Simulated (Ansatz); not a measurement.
Geometry optimisation, Ansatz, UHF/def2-SVP.

Input:

```yaml
crystal:
  periodic: [false, false, false]
  atoms:
    - { symbol: C, position_ang: [0.3277, 0.13523, -2.09304] }
    - { symbol: Si, position_ang: [0.32111, -0.63862, -0.57909] }
    - { symbol: S, position_ang: [-0.54026, -1.01567, 1.34085] }
    - { symbol: O, position_ang: [-0.23376, 0.46585, 2.07207] }
    - { symbol: H, position_ang: [1.53251, -1.16932, -1.14871] }
    - { symbol: H, position_ang: [-1.02771, 1.00778, 2.04474] }
magnetization:
  spin_polarized: true
basis:
  gaussian: { orbitals: def2-SVP }
hamiltonian:
  xc: hf
relax:
  f_tol: 0.02
  max_steps: 50
```

Run as:

```bash
$ ansatz run input.yaml --threads 1 --pin off --max-ram 2048MiB --backend cpu --events-out ev --progress --plain --runs-dir out
```

Q: Where does it end, and by what steps?

A: The run converged. After 12 steps the energy has fallen by 1.168 eV; H5 moved furthest, 0.72 Å.

| step | energy less start (eV) | largest force component (eV/Å) | accepted |
| --- | --- | --- | --- |
| 0 | 0.0000 | 1.853 | yes |
| 1 | -0.5685 | 0.911 | yes |
| 2 | -0.8555 | 0.603 | yes |
| 3 | -0.9467 | 0.720 | yes |
| 4 | -1.0795 | 0.953 | yes |
| 5 | -1.1434 | 0.338 | yes |
| 6 | -1.1547 | 0.570 | yes |
| 7 | -1.1623 | 0.309 | yes |
| 8 | -1.1645 | 0.156 | yes |
| 9 | -1.1665 | 0.101 | yes |
| 10 | -1.1673 | 0.082 | yes |
| 11 | -1.1675 | 0.030 | yes |
| 12 | -1.1676 | 0.010 | yes |

```xyz
6
Properties=species:S:1:pos:R:3
C -0.167 0.374 -1.920
Si 0.315 -0.954 -0.740
S -0.825 -0.994 1.086
O -0.103 0.257 1.922
H 1.772 -0.943 -0.506
H -0.613 1.046 1.796
```

Whether the end is a true minimum wasn't checked by a vibrational analysis.

Time of the run: 64 s on 1 thread of Arm Neoverse V1, with other jobs on the host, peak memory 0.17 GiB.
